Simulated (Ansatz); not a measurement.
Cost and result up the ladder for the cluster Si₂S₂ (4 atoms). Charge 0, multiplicity 1. Geometry: PBE0-D4/def2-TZVP.

```xyz
4

Si    0.4721   -1.0895   -0.8396
Si    1.0830    0.9253    0.2924
S    -1.0162    0.6272   -0.5679
S    -0.5390   -0.4631    1.1151
```

Ansatz on 4 threads of Arm Neoverse V2 on a shared host. Times are rough, and most runs start from the orbitals of an earlier one. ωB97X-V/def2-TZVP serves as the yardstick here, not as an exact answer. Binding counts from free atoms at the same level (Si triplet, S triplet; other spins of the atoms weren't run), without zero-point energy or a counterpoise term.

Correlated methods freeze 20 core orbitals. Another isomer (singlet) lies 1.13 eV lower at PBE0-D4/def2-TZVP; other spin states weren't run for this one.

Correlated methods converge slowly with the basis.

```json
{"level": "revPBE-D4/def2-TZVP", "functions": "148", "wall time": "0.85 s", "binding energy per atom (eV)": "3.27", "difference from ωB97X-V/def2-TZVP (eV)": "0.11"}
{"level": "PBE0-D4/def2-TZVP", "functions": "148", "wall time": "0.9 s", "binding energy per atom (eV)": "3.23", "difference from ωB97X-V/def2-TZVP (eV)": "0.06"}
{"level": "PBE-D4/def2-TZVP (with forces)", "functions": "148", "wall time": "0.95 s", "binding energy per atom (eV)": "3.37", "difference from ωB97X-V/def2-TZVP (eV)": "0.21"}
{"level": "r2SCAN-D4/def2-TZVP", "functions": "148", "wall time": "2.1 s", "binding energy per atom (eV)": "3.22", "difference from ωB97X-V/def2-TZVP (eV)": "0.05"}
{"level": "ωB97X-V/def2-TZVP", "functions": "148", "wall time": "2.5 s", "binding energy per atom (eV)": "3.17", "difference from ωB97X-V/def2-TZVP (eV)": "0.00"}
{"level": "CCSD(T)/def2-TZVPP", "functions": "168", "wall time": "3.1 s", "binding energy per atom (eV)": "2.95", "difference from ωB97X-V/def2-TZVP (eV)": "-0.22"}
```
